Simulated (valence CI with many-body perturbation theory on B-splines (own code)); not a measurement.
## E1 transitions of Pr52+

Method: valence CI with perturbative core correlation (CI+MBPT): five valence electrons over a frozen Dirac-Fock core [He], a basis of 9 s, 9 p, 8 d, 6 f, 3 g, 1 h functions for each j, with the one-electron correlation potential Σ1, the two-electron term Σ2, the three-electron term Σ3, Breit, model QED; selected CI, second order for the rest (own B-spline code, finite nucleus).

The last digits are not significant, and no measured levels were compared; by estimate large intervals hold to a few tenths of a per cent, small ones and those within an open d or f shell to about a per cent. Among the levels kept, up to 1200 cm⁻¹ of a level comes from second order outside the variational space, and about a tenth of that is noise between levels of different J, which matters for small intervals.

Lines 101 to 150 of 255 in falling wavelength, among levels below 53222 × 10³ cm⁻¹, chosen from the strongest by gf and those to the six lowest levels. Wavelengths and rates use the calculated energies. Electric multipoles are in the length gauge, E1 and E2 with the static RPA response of the core. Weak lines are less certain than strong ones. Lines between different terms over intervals too small for the method are left out, as are lines whose strength nearly cancels. The highest levels of a list are the least certain.

Levels are named by their leading jj configuration (3d3/2^4 stands for four electrons in 3d with j = 3/2), which in mixed levels can hold well under half, so a name can repeat and another be missing. Letters in brackets count levels of one name in rising energy.

```tsv
λ vac (nm)	Upper	Lower	A (s⁻¹)	S (a.u.) with core polarisation	S without
1.578	(2s 2p1/2 2p3/2^3) J=3/2 [b]	(2s^2 2p1/2 2p3/2^2) J=1/2	7.74e+11	6.00e-03	6.01e-03
1.574	(2s 2p1/2^2 2p3/2 3p3/2) J=3/2 [b]	(2s^2 2p1/2^2 3p3/2) J=3/2	1.64e+12	1.26e-02	1.27e-02
1.571	(2s 2p1/2 2p3/2^3) J=5/2	(2s^2 2p1/2 2p3/2^2) J=3/2	7.21e+10	8.28e-04	8.29e-04
1.570	(2p1/2^2 2p3/2^3) J=3/2	(2s 2p1/2^2 2p3/2^2) J=3/2	2.54e+12	1.94e-02	1.94e-02
1.568	(2s 2p1/2^2 2p3/2 3s) J=3/2 [b]	(2s^2 2p1/2^2 3s) J=1/2	1.54e+12	1.17e-02	1.17e-02
1.568	(2s 2p3/2^4) J=1/2	(2s^2 2p3/2^3) J=3/2	3.02e+12	1.15e-02	1.15e-02
1.568	(2s 2p1/2^2 2p3/2 3s) J=1/2	(2s^2 2p1/2^2 3s) J=1/2	1.23e+12	4.68e-03	4.69e-03
1.567	(2p1/2^2 2p3/2^3) J=3/2	(2s 2p1/2^2 2p3/2^2) J=1/2	5.54e+11	4.21e-03	4.22e-03
1.567	(2s 2p1/2^2 2p3/2 3p3/2) J=1/2 [b]	(2s^2 2p1/2^2 3p3/2) J=3/2	1.65e+12	6.25e-03	6.26e-03
1.565	(2p1/2 2p3/2^4) J=1/2	(2s 2p1/2 2p3/2^3) J=1/2	1.60e+12	6.07e-03	6.08e-03
1.530	(2s 2p1/2^2 2p3/2^2) J=1/2	(2s^2 2p1/2^2 2p3/2) J=3/2	1.56e+12	5.50e-03	5.51e-03
1.527	(2s 2p1/2^2 2p3/2^2) J=3/2	(2s^2 2p1/2^2 2p3/2) J=3/2	2.74e+12	1.93e-02	1.93e-02
1.509	(2s 2p1/2 2p3/2^3) J=3/2 [b]	(2s^2 2p1/2 2p3/2^2) J=5/2	2.66e+12	1.81e-02	1.81e-02
1.489	(2s 2p1/2 2p3/2^3) J=1/2	(2s^2 2p1/2 2p3/2^2) J=3/2	2.57e+12	8.39e-03	8.40e-03
1.471	(2s 2p1/2 2p3/2^3) J=3/2 [b]	(2s^2 2p1/2 2p3/2^2) J=3/2	8.26e+10	5.19e-04	5.20e-04
1.427	(2p1/2^2 2p3/2^3) J=3/2	(2s 2p1/2^2 2p3/2^2) J=5/2	7.81e+11	4.48e-03	4.49e-03
1.000	(2s 2p1/2 2p3/2^3) J=3/2 [a]	(2s^2 2p1/2^2 2p3/2) J=3/2	1.34e+10	2.64e-05	2.64e-05
0.9407	(2s 2p1/2 2p3/2^3) J=1/2	(2s^2 2p1/2^2 2p3/2) J=3/2	4.17e+10	3.43e-05	3.43e-05
0.9332	(2s 2p1/2 2p3/2^3) J=3/2 [b]	(2s^2 2p1/2^2 2p3/2) J=3/2	2.74e+10	4.40e-05	4.40e-05
0.9287	(2s 2p3/2^4) J=1/2	(2s^2 2p1/2 2p3/2^2) J=3/2	5.99e+10	4.73e-05	4.74e-05
0.2593	(2s^2 2p1/2^2 3p1/2) J=1/2	(2s 2p1/2^2 2p3/2^2) J=1/2	1.04e+11	1.79e-06	1.79e-06
0.2471	(2s^2 2p1/2^2 3p3/2) J=3/2	(2s 2p1/2^2 2p3/2^2) J=5/2	1.26e+11	3.75e-06	3.75e-06
0.2349	(2s^2 2p1/2^2 3d3/2) J=3/2	(2s^2 2p1/2 2p3/2^2) J=1/2	7.55e+10	1.93e-06	1.93e-06
0.2330	(2s^2 2p1/2 2p3/2 3p1/2) J=3/2 [b]	(2s 2p1/2^2 2p3/2^2) J=1/2	3.14e+11	7.85e-06	7.84e-06
0.2324	(2s^2 2p1/2^2 3d3/2) J=3/2	(2s^2 2p1/2 2p3/2^2) J=3/2	1.92e+11	4.75e-06	4.76e-06
0.2308	(2s^2 2p1/2 2p3/2 3p1/2) J=5/2	(2s 2p1/2^2 2p3/2^2) J=5/2	1.02e+11	3.71e-06	3.71e-06
0.2303	(2s^2 2p1/2^2 3d5/2) J=5/2	(2s^2 2p1/2 2p3/2^2) J=3/2	2.47e+10	8.93e-07	8.94e-07
0.2296	(2s^2 2p1/2 2p3/2 3p1/2) J=3/2 [b]	(2s 2p1/2^2 2p3/2^2) J=5/2	3.87e+11	9.25e-06	9.23e-06
0.2284	(2s^2 2p1/2 2p3/2 3p3/2) J=1/2 [a]	(2s 2p1/2^2 2p3/2^2) J=1/2	4.43e+11	5.22e-06	5.20e-06
0.2283	(2s 2p1/2^2 2p3/2 3s) J=3/2 [a]	(2s 2p1/2^2 2p3/2^2) J=1/2	1.80e+13	4.23e-04	4.22e-04
0.2281	(2s^2 2p1/2 2p3/2 3p3/2) J=3/2 [a]	(2s 2p1/2^2 2p3/2^2) J=1/2	2.32e+11	5.43e-06	5.43e-06
0.2271	(2s^2 2p1/2 2p3/2 3p3/2) J=3/2 [b]	(2s 2p1/2^2 2p3/2^2) J=1/2	6.18e+12	1.43e-04	1.43e-04
0.2267	(2s^2 2p1/2 2p3/2 3s) J=3/2 [a]	(2s^2 2p1/2 2p3/2^2) J=1/2	3.06e+11	7.03e-06	7.02e-06
0.2266	(2s^2 2p1/2 2p3/2 3p3/2) J=1/2 [b]	(2s 2p1/2^2 2p3/2^2) J=1/2	1.05e+13	1.21e-04	1.21e-04
0.2264	(2s^2 2p1/2 2p3/2 3s) J=1/2	(2s^2 2p1/2 2p3/2^2) J=1/2	2.69e+13	3.08e-04	3.07e-04
0.2261	(2s 2p1/2^2 2p3/2 3s) J=5/2	(2s 2p1/2^2 2p3/2^2) J=5/2	2.24e+13	7.65e-04	7.64e-04
0.2258	(2s^2 2p1/2 2p3/2 3s) J=3/2 [b]	(2s^2 2p1/2 2p3/2^2) J=1/2	2.67e+13	6.07e-04	6.06e-04
0.2256	(2s 2p1/2^2 2p3/2 3s) J=3/2 [b]	(2s 2p1/2^2 2p3/2^2) J=3/2	2.92e+13	6.62e-04	6.61e-04
0.2256	(2s 2p1/2^2 2p3/2 3s) J=1/2	(2s 2p1/2^2 2p3/2^2) J=3/2	4.39e+13	4.98e-04	4.97e-04
0.2255	(2s 2p1/2^2 2p3/2 3s) J=3/2 [b]	(2s 2p1/2^2 2p3/2^2) J=1/2	3.84e+11	8.70e-06	8.69e-06
0.2255	(2s 2p1/2^2 2p3/2 3s) J=1/2	(2s 2p1/2^2 2p3/2^2) J=1/2	1.94e+13	2.20e-04	2.19e-04
0.2252	(2s^2 2p1/2 2p3/2 3s) J=3/2 [a]	(2s^2 2p1/2 2p3/2^2) J=5/2	7.69e+12	1.74e-04	1.73e-04
0.2251	(2s 2p1/2^2 2p3/2 3s) J=3/2 [a]	(2s 2p1/2^2 2p3/2^2) J=5/2	4.70e+13	1.06e-03	1.06e-03
0.2250	(2s^2 2p3/2^2 3s) J=5/2	(2s^2 2p3/2^3) J=3/2	1.35e+13	4.55e-04	4.55e-04
0.2249	(2s^2 2p1/2 2p3/2 3p3/2) J=3/2 [a]	(2s 2p1/2^2 2p3/2^2) J=5/2	9.98e+11	2.24e-05	2.24e-05
0.2249	(2s^2 2p1/2 2p3/2 3p3/2) J=5/2 [a]	(2s 2p1/2^2 2p3/2^2) J=5/2	1.21e+13	4.06e-04	4.05e-04
0.2247	(2s^2 2p1/2^2 3s) J=1/2	(2s^2 2p1/2^2 2p3/2) J=3/2	7.35e+13	8.23e-04	8.22e-04
0.2247	(2s^2 2p3/2^2 3s) J=3/2	(2s^2 2p3/2^3) J=3/2	8.32e+13	1.86e-03	1.86e-03
0.2245	(2s^2 2p1/2 2p3/2 3s) J=5/2	(2s^2 2p1/2 2p3/2^2) J=5/2	3.56e+13	1.19e-03	1.19e-03
0.2244	(2s^2 2p1/2 2p3/2 3s) J=3/2 [a]	(2s^2 2p1/2 2p3/2^2) J=3/2	3.12e+13	6.97e-04	6.95e-04
```
